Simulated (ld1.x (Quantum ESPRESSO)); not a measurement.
## Which change was made? (W, TM)

ld1.x (Quantum ESPRESSO) 7.5 input, shortened:

```
&input
   title='W', zed=74., rel=2, dft='PBE', iswitch=3,
   config='[Xe] 4f14 5d4 6s1.5 6p0', rel_dist='average'
 /
 &inputp
   pseudotype=2, tm=.true., lloc=0,
   nlcc=.true., new_core_ps=.true., rcore=0.90
 /
3
5P  2  1   6.00   0.00  1.45  1.45  0.0
5D  3  2   4.00   0.00  2.45  2.45  0.0
6S  1  0   1.50   0.00  2.60  2.60  0.0
 &test
   configts(1)='5p6 5d4 6s1.5 6p0'
 /
```

Open shells are filled in proportion to 2j + 1 (rel_dist='average').

Cutoffs, loose and tight: the cutoffs (Ry, on a coarse ladder) from which the occupation-weighted sum of valence levels, in a spherical-Bessel basis at the reference potential, stays within 10 and 1 mRy of its value at 400 Ry. They do not see the model core or the augmentation charge, which bear on the density cutoff. Test errors are all-electron minus pseudo excitation energies from the reference, over the configurations 5p6 5d4 6s2 6p0; 5p6 5d4 6s1 6p0; 5p6 5d4 6s0 6p0; 5p6 5d4 6s1 6p1; 5p6 5d4 6s0 6p1; 5p6 5d3 6s0 6p0; 5p6 5d3 6s2 6p0; variants that change the core or the reference have their own tests.

The base gives: outcome: generated; cutoff, loose: 80 Ry; cutoff, tight: 110 Ry; bound ghosts: none; largest test error (meV): -883.

After one change the result is: outcome: generated; cutoff, loose: 110 Ry; cutoff, tight: 200 Ry; bound ghosts: none; largest test error (meV): -884. Which change was it?
A. wave 5p (bound): rc 1.45 bohr becomes 5p (bound): rc 0.98 bohr
B. wave 5p (bound): rc 1.45 bohr becomes 5p (bound): rc 1.86 bohr
C. wave 5p (bound): rc 1.45 bohr becomes 5p (bound): rc 1.62 bohr
D. wave 5p (bound): rc 1.45 bohr becomes 5p (bound): rc 1.08 bohr

D. The others give: wave 5p (bound): rc 1.45 bohr becomes 5p (bound): rc 1.62 bohr → outcome: generated; cutoff, loose: 50 Ry; cutoff, tight: 90 Ry; bound ghosts: none; largest test error (meV): -881 | wave 5p (bound): rc 1.45 bohr becomes 5p (bound): rc 1.86 bohr → outcome: generated; cutoff, loose: 35 Ry; cutoff, tight: 50 Ry; bound ghosts: none; largest test error (meV): -877 | wave 5p (bound): rc 1.45 bohr becomes 5p (bound): rc 0.98 bohr → outcome: generated; cutoff, loose: 200 Ry; cutoff, tight: over 300 Ry; bound ghosts: none; largest test error (meV): -884.
